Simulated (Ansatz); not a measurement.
Reaction (ligand exchange at the Si–C bond): `COC[SiH2]C` + HCl → `C[SiH2]Cl` + dimethyl ether

Program: Ansatz. Geometries: PBE0-D4/def2-TZVP. ΔE: electronic, gas phase. CCSD(T)/CBS adds triple-zeta CCSD(T) − MP2 to the extrapolated MP2 energy (def2 sets, frozen cores). This one scheme is used for every species. Functionals use def2-TZVPP. HSE06 is defined as in plane-wave codes. One conformer a species, not always the lowest.

**Question.** Is it downhill or uphill in electronic energy at CCSD(T)/CBS, and by how much? (An estimate is asked.)

**Answer.** Ansatz gave: Downhill: ΔE = -122.1 kJ/mol.

**Question.** What do these levels give: revPBE-D4, PBE0-D4, HSE06-D4, ωB97X-V, BLYP, MP2/CBS(def2)? (Estimate.)

**Answer.** The calculation gave: revPBE-D4 -112.9, PBE0-D4 -120.4, HSE06-D4 -120.7, ωB97X-V -122.5, BLYP -126.0, MP2/CBS(def2) -128.1 kJ/mol.

Largest T1 diagnostic among the species: 0.011.

From BLYP to BHLYP (50 % exact exchange), in def2-TZVPP and without D4, ΔE moves by −7.7 kJ/mol. In def2-TZVPP, CCSD(T) changes the Hartree–Fock value by +24.8 kJ/mol (the triples alone add +2.7 kJ/mol) and MP2 by +18.7 kJ/mol. The D4 term adds +7.6 kJ/mol with B3LYP and +4.7 kJ/mol with PBE0; it sums over pairs of atoms, weighted by their polarisabilities, and B3LYP, whose exchange is more repulsive, gets the larger term.

B3LYP here is the variant with VWN-RPA as its local correlation; programs differ in this.
